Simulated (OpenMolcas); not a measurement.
## OpenMolcas run: Re3+

Re3+ among 4 point charges of -2 e arranged as a tetrahedron (Td), 1.87 Å from the ion.

Input:

```
&GATEWAY
Coord
1

Re 0.0 0.0 0.0
Basis=ANO-RCC-VDZP
Group=NoSym
NoMove
AngMom=0.0 0.0 0.0
AMFI
XField
4 Angstrom 0
1.079645 1.079645 1.079645 -2.000000
1.079645 -1.079645 -1.079645 -2.000000
-1.079645 1.079645 -1.079645 -2.000000
-1.079645 -1.079645 1.079645 -2.000000
&SEWARD
&RASSCF
FileOrb=start.orb
Symmetry=1
Spin=5
nActEl=4 0 0
Inactive=34
Ras2=5
CIRoot=5 5 1
SDav=5
CIMx=300
Iter=120 100
PrWF=0.3
OrbListing=Nothing
MaxOrb=0
>>> COPY $Project.JobIph JOB001
&RASSCF
FileOrb=start.orb
Symmetry=1
Spin=3
nActEl=4 0 0
Inactive=34
Ras2=5
CIRoot=45 45 1
SDav=45
CIMx=300
Iter=120 100
PrWF=0.3
OrbListing=Nothing
MaxOrb=0
>>> COPY $Project.JobIph JOB002
&RASSCF
FileOrb=start.orb
Symmetry=1
Spin=1
nActEl=4 0 0
Inactive=34
Ras2=5
CIRoot=50 50 1
SDav=50
CIMx=300
Iter=120 100
PrWF=0.3
OrbListing=Nothing
MaxOrb=0
>>> COPY $Project.JobIph JOB003
&RASSI
NrOfJobIphs=3 5 45 50
1 2 3 4 5
1 2 3 4 5 6 7 8 9 10 11 12 13 14 15 16 17 18 19 20 21 22 23 24 25 26 27
28 29 30 31 32 33 34 35 36 37 38 39 40 41 42 43 44 45
1 2 3 4 5 6 7 8 9 10 11 12 13 14 15 16 17 18 19 20 21 22 23 24 25 26 27
28 29 30 31 32 33 34 35 36 37 38 39 40 41 42 43 44 45 46 47 48 49 50
IphNames
JOB001
JOB002
JOB003
EJob
SpinOrbit
DIPRint=1.0
SOCoupling=1000.0
Subsets=2
Property=9
'ANGMOM' 1 'ANGMOM' 2 'ANGMOM' 3 'MLTPL  1' 1 'MLTPL  1' 2 'MLTPL  1' 3
'AMFI' 1 'AMFI' 2 'AMFI' 3
SOProperty=3
'ANGMOM' 1 'ANGMOM' 2 'ANGMOM' 3
```

Launched by
```bash
OMP_NUM_THREADS=1 MOLCAS_MEM=1689 MOLCAS_PROJECT=a pymolcas a.inp > a.log  # once for each step of the input, in one work folder
```

A driver script runs the steps one by one and writes start.orb anew before each from the orbitals found so far.

Output, cut to the results:

```
--- SEWARD ---
Basis set label: RE.ANO-RCC...7S6P4D2F1G.

      Electronic valence basis set:
      ------------------
      Associated Effective Charge  75.000000 au
      Associated Actual Charge     75.000000 au
      Nuclear Model: Point charge

      Shell  nPrim  nBasis  Cartesian Spherical Contaminant
         s      24       7        X
         p      21       6        X
         d      15       4                 X
         f      11       2                 X
         g       4       1                 X
                  Relativistic Douglas-Kroll-Hess integrals:
                    - DKH order of Hamiltonian: 2
                    - DKH order of Properties : 0
                  Atomic mean-field integrals
--- RASSCF ---
Wave function specifications:
      -----------------------------

      Number of closed shell electrons          68
      Number of electrons in active shells       4
      Max number of holes in RAS1 space          0
      Max nr of electrons in RAS3 space          0
      Number of inactive orbitals               34
      Number of active orbitals                  5
      Number of secondary orbitals              29
      Spin quantum number                      2.0
      State symmetry                             1
Orbital specifications:
      -----------------------

      Symmetry species                           1
                                                 a
      Frozen orbitals                            0
      Inactive orbitals                         34
      Active orbitals                            5
      RAS1 orbitals                              0
      RAS2 orbitals                              5
      RAS3 orbitals                              0
      Secondary orbitals                        29
      Deleted orbitals                           0
      Number of basis functions                 68
      Number of CSFs                             5
      Number of root(s) required                 5
      Iter CI   SX   CI       RASSCF       Energy    max ROT     max BLB   max BLB  Level Ln srch  Step   QN
          iter iter root      energy       change     param      element    value   shift minimum  type update
 Nr of preliminary CI iterations:   1
      Total energies have been shifted. Add               -16000.00 au
        1   1    7    0  -681.52171177    0.00E+00  -1.10E-01*  34  44 1  1.46E-01*  0.32   0.00    SX    NO
        2   1    7    0  -681.63034526   -1.09E-01*  6.89E-02   27  56 1 -1.22E-01*  0.36   0.00    SX    NO
        3   1    7    0  -681.64692692   -1.66E-02* -2.77E-02   25  54 1  8.89E-02*  0.32   0.00    SX    NO
        4   1    7    0  -681.65186144   -4.93E-03*  1.90E-02   27  56 1 -6.33E-02*  0.34   0.00    SX    NO
        5   1    7    0  -681.65364907   -1.79E-03*  4.53E-03   25  54 1  4.83E-02*  0.32   0.62    QN   YES
        6   1    6    0  -681.65514443   -1.50E-03*  5.82E-03   25  54 1  3.65E-03*  0.33   1.12    QN   YES
        7   1    6    0  -681.65523585   -9.14E-05*  2.89E-03   38  43 1  1.19E-03*  0.33   1.50    LS   YES
        8   1    6    0  -681.65524737   -1.15E-05* -9.79E-04   27  56 1 -2.76E-03*  0.33   1.01    QN   YES
        9   1    6    0  -681.65525321   -5.84E-06*  1.55E-04   27  56 1 -4.35E-04*  0.33   1.19    QN   YES
       10   1    4    0  -681.65525339   -1.82E-07*  1.55E-05   33  38 1 -1.96E-05   0.33   1.03    QN   YES
       11   1    4    0  -681.65525339   -2.27E-09   5.56E-06   25  54 1  7.02E-06   0.33   1.38    QN   YES
      Convergence after 11 iterations
       12   1    4    0  -681.65525339   -2.04E-10   5.56E-06   34  44 1 -3.34E-07   0.33   1.38    QN   YES
      Natural orbitals and occupation numbers for root  1
      sym 1:   1.000000   1.000000   1.000000   0.000000   1.000000
      Natural orbitals and occupation numbers for root  2
      sym 1:   1.000000   0.000000   1.000000   1.000000   1.000000
      Natural orbitals and occupation numbers for root  3
      sym 1:   0.000000   1.000000   1.000000   1.000000   1.000000
::    RASSCF root number  1 Total energy: -16681.66489982
::    RASSCF root number  2 Total energy: -16681.66489982
::    RASSCF root number  3 Total energy: -16681.66489982
::    RASSCF root number  4 Total energy: -16681.64078375
::    RASSCF root number  5 Total energy: -16681.64078375
--- RASSCF ---
Wave function specifications:
      -----------------------------

      Number of closed shell electrons          68
...
--- RASSI ---
SPIN-FREE ENERGIES:
  (Shifted by EMIN (a.u.) =     -16681.6648998228)

 SF State       Relative EMIN(au)   Rel lowest level(eV)    D:o, cm**(-1)      L_eff

     1             0.0000000000        0.0000000000              0.0000         1.9
     2             0.0000000000        0.0000000000              0.0000         1.9
     3             0.0000000000        0.0000000000              0.0000         1.9
     4             0.0241160728        0.6562317711           5292.8662         1.9
     5             0.0241160728        0.6562317711           5292.8662         1.9
     6             0.0536191903        1.4590524968          11768.0520         3.8
     7             0.0536191903        1.4590524968          11768.0520         3.8
     8             0.0536191903        1.4590524968          11768.0520         3.8
     9             0.0627984765        1.7088336001          13782.6725         4.2
    10             0.0627984765        1.7088336001          13782.6725         4.2
    11             0.0627984765        1.7088336001          13782.6725         4.2
    51             0.0630676891        1.7161592470          13841.7578         4.6
    13             0.0742506317        2.0204626192          16296.1300         4.1
    14             0.0742506317        2.0204626192          16296.1300         4.1
    12             0.0742506317        2.0204626192          16296.1300         4.1
    16             0.0768226704        2.0904513576          16860.6273         4.1
    15             0.0768226704        2.0904513576          16860.6273         4.1
    18             0.0775662066        2.1106840065          17023.8146         4.0
    19             0.0775662066        2.1106840065          17023.8146         4.0
    17             0.0775662066        2.1106840065          17023.8146         4.0
    52             0.0829915476        2.2583150581          18214.5393         5.1
...
```

Spin-orbit levels above the lowest (labels of Td):

```
E (cm-1)  Degeneracy  Label      2S+1
     0.0           1     A1  5 (74 %)
    2393           3     T1  5 (89 %)
    4312           3     T2         5
    5174           2      E         5
    6250           3     T1         5
    7281           3     T2         5
   10938           1     A2  5 (87 %)
   10996           1     A1  5 (51 %)
   11228           3     T2  5 (85 %)
   11310           2      E  5 (78 %)
   11403           3     T1  5 (78 %)
   12886           1     A1  5 (51 %)
   16181           2      E  3 (83 %)
   16618           3     T1  3 (78 %)
   17259           3     T2         3
   17896           1     A2         3
   18578           3     T1  3 (82 %)
   19084           3     T2  3 (90 %)
   20052           3     T1         3
   20175           1     A1  3 (58 %)
```

Spin-orbit coupling mixes the spin-free states strongly: the lowest level takes only 61 % from its leading state, 5T2. Without dynamic correlation the repulsion within the d shell is too large (B by tens of per cent), so at a given field states of lower spin stand too high. Point charges give a weaker field than real ligands, and real ions of this kind are as a rule low spin; the high spin found here belongs to the model. Point charges carry no covalency, so the field is a model and not that of real ligands. No measured value stands beside these numbers.
